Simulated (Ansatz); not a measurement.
Mulliken charges of CHClOSeZn (`O=C[Se][Zn][Cl]`) from r2SCAN/def2-TZVPP in Ansatz (PBE0-D4/def2-TZVP geometry).

| atom | x (Å) | y (Å) | z (Å) | charge (e) |
| --- | --- | --- | --- | --- |
| O1 | -0.896 | 0.078 | 0.725 | -0.343 |
| C2 | 0.144 | -0.406 | 1.166 | 0.274 |
| Se3 | 1.658 | -0.580 | 0.084 | -0.148 |
| Zn4 | -0.048 | 0.405 | -1.268 | 0.479 |
| Cl5 | -1.060 | 1.249 | -2.917 | -0.341 |
| H6 | 0.202 | -0.745 | 2.210 | 0.078 |

Question: By hand: the dipole of these point charges (1 e Å = 4.8032 D).

Answer: Σ q r = (0.456, -0.342, 0.618) e Å, of length 0.841 e Å = 4.04 D.

Question: How does the dipole of the full density compare? (Estimate.)

Answer: Computed: (0.321, -0.269, 0.526) e Å, 3.23 D; the point charges give 1.25 times that, at 5° from its direction.

Point charges leave out the atoms' own dipoles, such as those of lone pairs, and Mulliken's split depends on the basis, so the two needn't agree.
